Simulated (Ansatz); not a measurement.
Stepwise reaction of `[O]=[Mo]([OH])([OH])([Cl])[Cl]` with hydrogen fluoride, as a gas-phase model of exchange steps in deposition or etching. ΔE in kJ/mol.

Computed with Ansatz on PBE0-D4/def2-TZVP structures; ΔE is electronic, products minus reactants. CCSD(T)/CBS adds triple-zeta CCSD(T) − MP2 to the extrapolated MP2 energy (def2 sets, frozen cores). This one scheme is used for every species. DFT in def2-TZVPP. B3LYP here is the variant with VWN-RPA as its local correlation; programs differ in this. Elements past krypton have def2 core potentials. For Mo outer-core shells are correlated without core-valence functions, which leaves a few kJ/mol of doubt a bond. One conformer a species, not always the lowest.

| step | reaction | PBE-D4 | B3LYP-D4 | ωB97M-V | CCSD(T)/CBS |
| --- | --- | --- | --- | --- | --- |
| 1 | `[O]=[Mo]([OH])([OH])([Cl])[Cl]` + H–F → `[O]=[Mo]([OH])([F])([Cl])[Cl]` + H₂O | -9.8 | -9.1 | -9.2 | 1.3 |
| 2 | `[O]=[Mo]([OH])([F])([Cl])[Cl]` + H–F → `[O]=[Mo]([F])([F])([Cl])[Cl]` + H₂O | -25.3 | -23.4 | -23.5 | -16.0 |

Q: By hand: ΔE of the 2 steps together at CCSD(T)/CBS.

A: (1.3) + (-16.0) = -14.7 kJ/mol, or -7.3 kJ/mol a step.

In ΔE each step is lower than the one before. PBE-D4 differs from CCSD(T)/CBS by -11.1 to -9.3 kJ/mol a step. Isolated molecules leave out the surface, adducts and barriers. Largest T1 diagnostic: 0.024.
